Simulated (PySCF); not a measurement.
Input of a response calculation (the driver script's job line, then coordinates in Å):

```
{"job": {"kind": "uv", "xc": "CAM-B3LYP", "basis": "def2-SVPD", "nstates": 8, "ntriplets": 3}, "charge": 0, "multiplicity": 1}
F     -2.256203    -1.871341     0.313342
C     -1.288755    -0.975155     0.341956
F     -0.699706    -0.942718     1.545501
C     -0.846628    -0.154345    -0.591970
F     -1.380310    -0.152111    -1.823143
Ge     0.646924     1.080953    -0.205687
S      2.551760    -0.010357    -0.243864
H      0.377969     1.697666     1.139501
H      0.652907     2.095253    -1.306655
H      2.250924    -0.763191     0.808491
```

The program printed, after the SCF cycles:

```
converged SCF energy = -2852.0902433244

Static polarisability (au): isotropic 76.628, principal 65.834 75.413 88.636

Singlet excitations
state   eV       nm        f      main configurations
  1   5.7801    214.5   0.02550   H->L 0.73, H-1->L 0.09
  2   6.1666    201.1   0.01673   H->L+1 0.56, H->L 0.10
  3   6.4086    193.5   0.02292   H-1->L 0.30, H-1->L+2 0.22, H->L+2 0.19
  4   6.7773    182.9   0.16577   H-1->L 0.53, H-1->L+2 0.20
  5   7.0163    176.7   0.00471   H-1->L+1 0.59, H->L+1 0.12
  6   7.2795    170.3   0.02850   H->L+3 0.56
  7   7.4087    167.3   0.00236   H->L+2 0.34, H->L+3 0.18, H->L+4 0.12
  8   7.4987    165.3   0.00404   H->L+4 0.40, H->L+6 0.21, H-1->L+2 0.12

Triplet excitations (Tamm-Dancoff, eV): 4.3507 5.3800 5.7568
```

Theory: TDDFT CAM-B3LYP/def2-SVPD, vertical, gas phase, core orbitals frozen in the response in PySCF 2.14.0, density-fitted response routines. Isolated species at its GFN2-xTB geometry (one conformer only). The CAM-B3LYP/def2-SVPD calculation is non-relativistic and has no spin–orbit coupling, an omission that weighs most on germanium.

Which orbital energies lie behind H and L?

HOMO -8.97 eV and LUMO 0.16 eV, a gap of 9.13 eV; state 1 differs from that by -3.35 eV.

Give the energy of state 8 in hartree, cm⁻¹ and kJ/mol.

0.27557 hartree, 60481 cm⁻¹, 723.5 kJ/mol.

Give the mean polarisability in Å³.

76.63 au × 0.148185 = 11.36 Å³.

What is the polarisability anisotropy, √(½[(α1 − α2)² + (α2 − α3)² + (α3 − α1)²])?

19.83 au.

How much of the mean polarisability do the listed states account for?

The sum over states Σ f/ΔE² (ΔE in hartree) gives 4.53 au, 6% of the total; the rest comes from higher roots of the same response equations.

Which species is it?

`FC(F)=[C](F)[GeH2][SH]` (C2H3F3GeS), point group C1.

H and L stand for HOMO and LUMO.

Shape of the structure used: `[F:1][C:2]([F:3])=[C:4]([F:5])[GeH2:6][SH:7]`: C2–C4–Ge6–S7 77°, H–S7–Ge6–C4 -65°.
